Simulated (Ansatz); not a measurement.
Wavefunction ladder for C$_{2}$H$_{9}$OSbSi (`CC[O][SbH][SiH3]`)

| atom | x (Å) | y (Å) | z (Å) |
| --- | --- | --- | --- |
| C1 | 1.676 | -1.597 | 0.994 |
| C2 | 1.269 | -0.236 | 0.485 |
| O3 | -0.050 | 0.027 | 0.913 |
| Sb4 | -0.771 | 1.830 | 0.517 |
| Si5 | -1.972 | 1.091 | -1.658 |
| H6 | 1.638 | -1.623 | 2.085 |
| H7 | 2.694 | -1.837 | 0.675 |
| H8 | 1.001 | -2.364 | 0.609 |
| H9 | 1.967 | 0.529 | 0.860 |
| H10 | 1.336 | -0.216 | -0.614 |
| H11 | -2.194 | 1.522 | 1.414 |
| H12 | -2.718 | -0.177 | -1.453 |
| H13 | -2.913 | 2.159 | -2.095 |
| H14 | -0.961 | 0.892 | -2.731 |

Total charge 0; spin multiplicity 1. Correlated methods include outer-core shells of Sb, which these sets cover unevenly. Sb: def2 effective core potential. All single points use the PBE0-D4/def2-TZVP geometry. It is one conformer, not always the lowest. Frozen core, restricted reference, Ansatz 0.2.0.

```json
{"basis": "def2-SVP", "HF (Eh)": "-683.79655", "MP2 corr.": "-0.69616"}
{"basis": "def2-TZVPP", "HF (Eh)": "-684.09422", "MP2 corr.": "-1.07197"}
{"basis": "def2-QZVPP", "HF (Eh)": "-684.11355", "MP2 corr.": "-1.36273"}
```

Task: Estimate the CCSD correlation energy and the (T) correction in each basis where they were run (hartree).

Result: 
```tsv
basis	CCSD corr.	(T)
def2-SVP	-0.76577	-0.02189
```
